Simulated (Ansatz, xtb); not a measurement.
**Two isomers of ClGe2H7Si**

Structure I is `Cl[SiH2][GeH2][GeH3]`, a singlet and structure II is `Cl[SiH]([GeH3])[GeH3]`, a singlet. Both are isolated molecules in the gas phase, relaxed with B3LYP-D3(BJ)/def2-SVP, each in the lowest conformer that the search found.

**Question.** Estimate E(II) − E(I) at the level CCSD(T)/def2-SVP + ΔMP2/def2-TZVPP.

**Answer.** Calculated at CCSD(T)/def2-SVP + ΔMP2/def2-TZVPP: E(II) − E(I) = +4.4 kcal/mol, so structure I lies lower.

How the difference moves with the method:

```
                             level               geometry  E(II) − E(I) (kcal/mol)  departure from the last row (kcal/mol)  job, with rough time for the two
             B3LYP-D3(BJ)/def2-SVP  B3LYP-D3(BJ)/def2-SVP                      +4.1                                    −0.3             optimisation, 7.9 min
                       HF/def2-SVP  B3LYP-D3(BJ)/def2-SVP                      +4.7                                    +0.3           part of the CCSD(T) run
                      MP2/def2-SVP  B3LYP-D3(BJ)/def2-SVP                      +4.9                                    +0.4           part of the CCSD(T) run
                  CCSD(T)/def2-SVP  B3LYP-D3(BJ)/def2-SVP                      +4.5                                     0.0                      single point
CCSD(T)/def2-SVP + ΔMP2/def2-TZVPP  B3LYP-D3(BJ)/def2-SVP                      +4.4                                                     single point, 3.1 min
```

As drawn, II has 1 Ge–Si, 1 Ge–H in place of 1 Ge–Ge, 1 Si–H.

The levels shown agree on the order. The largest departure from CCSD(T)/def2-SVP + ΔMP2/def2-TZVPP is that of MP2/def2-SVP, 0.4 kcal/mol. A small imaginary or near-zero mode remains, so no thermal terms are given. Levels run at GFN2-xTB geometries aren't shown. The last row adds to CCSD(T) the change of the MP2 difference between the two basis sets, here 0.0 kcal/mol.

The correlated steps freeze 28 core orbitals; the filled d shell of Ge is correlated, in a basis made for valence electrons. Run with Ansatz 0.2.0, xtb 6.7.1; the last row on 2 threads of Intel(R) Xeon(R) Processor @ 2.50GHz (Skylake/Cascade Lake) on a shared host.
